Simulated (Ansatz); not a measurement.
```yaml
crystal:
  periodic: [false, false, false]
  atoms:
    - {symbol: C, position_ang: [-1.102907, 1.516543, 0.092092]}
    - {symbol: C, position_ang: [-0.358579, 0.584447, 1.116886]}
    - {symbol: Si, position_ang: [1.030601, -0.237061, 0.265383]}
    - {symbol: C, position_ang: [0.426317, -1.614506, -0.979828]}
    - {symbol: H, position_ang: [-1.587117, 0.869933, -0.738039]}
    - {symbol: H, position_ang: [-1.751668, 1.908441, 0.454493]}
    - {symbol: H, position_ang: [-0.448411, 2.202473, -0.451892]}
    - {symbol: H, position_ang: [-0.906802, -0.001708, 1.506384]}
    - {symbol: H, position_ang: [0.059853, 1.382525, 1.644506]}
    - {symbol: H, position_ang: [2.154985, 0.659090, -0.231891]}
    - {symbol: H, position_ang: [1.715092, -1.077516, 1.375037]}
    - {symbol: H, position_ang: [-0.345421, -2.378332, -0.466016]}
    - {symbol: H, position_ang: [1.224598, -2.260323, -1.268852]}
    - {symbol: H, position_ang: [-0.035694, -1.028598, -1.749783]}
basis:
  gaussian: {orbitals: aug-pcseg-2}
hamiltonian: {xc: {name: LC-wPBE}}
accuracy: high
```

```sh
$ ansatz run in.yaml --threads 4 --pin off --events-out ev --progress --plain --max-ram 10444MiB
```

Shortened log:

```
Functional definition: LC-wPBE
6145 factors; integrals over basis functions are off by at most 3.7e-9 eV
1389 factors; integrals over basis functions are off by at most 2.3e-9 eV
mean field evaluation 1: about -11138.7043 eV, gradient 5.8e1 eV
mean field evaluation 2: about -11142.6360 eV, gradient 3.9e1 eV
mean field evaluation 4: about -11146.0632 eV, gradient 6.2e-1 eV
mean field evaluation 8: about -11146.0677 eV, gradient 5.5e-2 eV
mean field evaluation 16: about -11146.0677 eV, gradient 1.6e-5 eV
mean field -11146.06774054 eV, -409.6104343888 hartree, gradient 8.9e-8 eV, S^2 0.000000; 0 other end points of the search recorded, 0 dependent functions left out
reference -11146.06774054 eV, -409.6104343888 hartree; 21, 21 occupied and 397, 397 virtual orbitals, 6145 factors
Total energy: -11146.06774054 eV, -409.6104343888 hartree
```

Hardware: 4 threads of an Intel Xeon Platinum 8488C on a shared host. Wall time 35 s, peak host memory 7.6 GiB.
